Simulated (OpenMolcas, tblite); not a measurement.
## A ladder of methods for CH5GaO (SMILES C[O][GaH2])

The species is CH5GaO (8 atoms), meant as a singlet with charge 0. SMILES: `C[O][GaH2]`. Geometry: relaxed at PBE0-D4/def2-TZVP.

```
atom    x (Å)    y (Å)    z (Å)
   C  -0.6168   0.9726  -0.4229
   O  -0.7053  -0.2735   0.2135
  Ga   0.7032  -1.3020   0.5793
   H  -1.2002   0.9620  -1.3506
   H   0.4142   1.2562  -0.6766
   H  -1.0306   1.7542   0.2243
   H   2.0939  -0.7328   0.1429
   H   0.3417  -2.6367   1.2901
```

Each level gives the dipole moment (D). The values are calculated.

| level | kind | program | value (D) | CPU time |
| --- | --- | --- | --- | --- |
| IPEA1-xTB | semi-empirical | tblite | 1.61 | under 2 s |
| HF/cc-pVDZ | Hartree–Fock | OpenMolcas | 1.41 | 5.8 s |
| SVWN5/cc-pVDZ | LDA | OpenMolcas | 1.01 | 16 s |
| PBE/cc-pVDZ | GGA | OpenMolcas | 0.97 | 23 s |
| r2SCAN/cc-pVDZ | meta-GGA | OpenMolcas | 1.05 | 32 s |
| B3LYP/cc-pVDZ | global hybrid | OpenMolcas | 1.07 | 22 s |
| BHLYP/cc-pVDZ | global hybrid | OpenMolcas | 1.24 | 25 s |
| M06-2X/cc-pVDZ | hybrid meta-GGA | OpenMolcas | 1.17 | 27 s |

All-electron rows without a relativistic Hamiltonian named are non-relativistic. The values span 0.97 to 1.61 D. Magnitudes only. Times are those of the runs behind each value, whatever else they computed, on shared processors of several kinds: orders of magnitude only.
